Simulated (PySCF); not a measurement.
# Computed structure and properties of Lu(NH2)3

System: Lu(NH2)3 (singlet in the valence; each metal's 4f electrons, 14 of them, lie in its core potential, out of spins and levels); start: displaced along the imaginary mode (C1). Method: PySCF 2.14.0, RKS TPSS, Lu lcecp-1-SVP with ECP60, N def2-SVP, H def2-SVP; non-relativistic Hamiltonian with scalar-relativistic core potentials where named; density fitting; no spin-orbit coupling.

Input of the relaxation:

```python
mol = gto.M(atom='''
Lu     0.00000     0.00000    -0.00000
N      2.16156    -0.00002     0.01040
H      2.80598    -0.17775     0.81071
H      2.78370     0.17770    -0.80825
N     -1.08076     1.87198    -0.01380
H     -1.32743     2.44373     0.80784
H     -1.46736     2.39710    -0.81112
N     -1.08080    -1.87196     0.00340
H     -1.18278    -2.54854     0.80988
H     -1.61210    -2.29224    -0.80908''',
    basis={'Lu': 'lcecp-1-SVP', 'N': 'def2-SVP', 'H': 'def2-SVP'},
    ecp={'Lu': 'lcecp-1-SVP'},
    charge=0, spin=0)
mf = dft.RKS(mol, xc='TPSS')
mf.grids.atom_grid = (50, 194)  # f atoms: unpruned, at least (60, 302)
mf = mf.density_fit()  # fitting sets: Lu AutoAux, N def2-universal-JKFIT, H def2-universal-JKFIT
mf.conv_tol = 1e-08; mf.max_cycle = 55
mf.kernel(dm0)  # dm0: converged density of the start geometry
# quasi-Newton relaxation in Cartesian coordinates to a largest gradient under 0.00045 Eh/bohr, steps kept in the point group
```

Run from Python with OMP_NUM_THREADS=2; the lines above give its settings. Where DIIS fails, smearing, a level shift and second-order steps follow.
It took 5 min on 2 threads of Arm Neoverse V1, with other jobs on the host, from the converged density of the start.

Course of the relaxation:

```json
{"step": "0", "energy above end (eV)": "0.8754", "largest force component within the symmetry (eV/Å)": "1.075"}
{"step": "1", "energy above end (eV)": "0.7586", "largest force component within the symmetry (eV/Å)": "0.209"}
{"step": "2", "energy above end (eV)": "0.6142", "largest force component within the symmetry (eV/Å)": "0.693"}
{"step": "3", "energy above end (eV)": "0.5718", "largest force component within the symmetry (eV/Å)": "1.382"}
{"step": "4", "energy above end (eV)": "0.4289", "largest force component within the symmetry (eV/Å)": "0.696"}
{"step": "5", "energy above end (eV)": "0.4065", "largest force component within the symmetry (eV/Å)": "0.958"}
{"step": "6", "energy above end (eV)": "0.3621", "largest force component within the symmetry (eV/Å)": "0.615"}
{"step": "7", "energy above end (eV)": "0.3186", "largest force component within the symmetry (eV/Å)": "0.281"}
{"step": "37", "energy above end (eV)": "0.0015", "largest force component within the symmetry (eV/Å)": "0.044"}
{"step": "38", "energy above end (eV)": "0.0009", "largest force component within the symmetry (eV/Å)": "0.047"}
{"step": "39", "energy above end (eV)": "0.0005", "largest force component within the symmetry (eV/Å)": "0.040"}
{"step": "40", "energy above end (eV)": "0.0002", "largest force component within the symmetry (eV/Å)": "0.041"}
{"step": "41", "energy above end (eV)": "0.0000", "largest force component within the symmetry (eV/Å)": "0.029"}
{"step": "42", "energy above end (eV)": "0.0000", "largest force component within the symmetry (eV/Å)": "0.017"}
```
(The steps between are left out.)

Relaxed geometry (nearly D3h):

```xyz
10

Lu    0.0019    0.0014   -0.0154
N     2.1255    0.0039    0.2232
H     2.7394   -0.8127    0.3325
H     2.7533    0.8168    0.2572
N    -1.0550    1.8478   -0.2227
H    -0.6671    2.7990   -0.2220
H    -2.0680    1.9747   -0.3395
N    -1.0682   -1.8489   -0.0093
H    -0.6794   -2.7945    0.0985
H    -2.0824   -1.9874   -0.1026
```

| contact | Å |
| --- | --- |
| Lu1–N2 (NH2) | 2.137 |
| Lu1–N5 (NH2) | 2.138 |
| Lu1–N8 (NH2) | 2.138 |

On the finer grid (75, 302):

```json
{
  "HOMO": "-4.86 eV",
  "LUMO": "-1.54 eV",
  "Dipole about the centre of mass": "0.03 D",
  "Set of Mulliken populations of Lu1 outside the core potential": "s 2.32, p 6.42, d 1.43, f 0.05",
  "D3(BJ) dispersion energy (not in the energies)": "-0.200 eV"
}
```

| atom | Mulliken (e) | Löwdin (e) | spin (e) |
| --- | --- | --- | --- |
| Lu1 | 0.78 | 0.41 | 0.00 |
| N2 | -0.49 | -0.28 | 0.00 |
| H3 | 0.12 | 0.07 | 0.00 |
| H4 | 0.12 | 0.07 | 0.00 |
| N5 | -0.49 | -0.28 | 0.00 |
| H6 | 0.12 | 0.07 | 0.00 |
| H7 | 0.12 | 0.07 | 0.00 |
| N8 | -0.49 | -0.28 | 0.00 |
| H9 | 0.12 | 0.07 | 0.00 |
| H10 | 0.12 | 0.07 | 0.00 |

The 4f levels lie in the core potential and are missing.

No frequency check is given for this geometry.

Taking off one NH2 (charge -1, singlet; the rest: singlet) in vacuum, both parts rigid, costs 10.94 eV; the small basis without counterpoise inflates it. Most of it is the attraction of opposite charges; other ways to part are cheaper, and one spin state was tried for the rest.

Rigid scan of NH2 along the line from its metal:

(distance to N2 (Å), energy (eV)): (1.84, 1.089), (1.94, 0.419), (2.04, 0.091), (2.14, 0.000), (2.24, 0.069), (2.34, 0.243), (2.54, 0.769), (2.84, 1.702), (3.24, 2.865), (3.74, 4.002)

One start shape was tried, so this needn't be the lowest isomer.

An lcecp potential fixes the number of 4f electrons, so in runs with it no electron can move into or out of that shell.
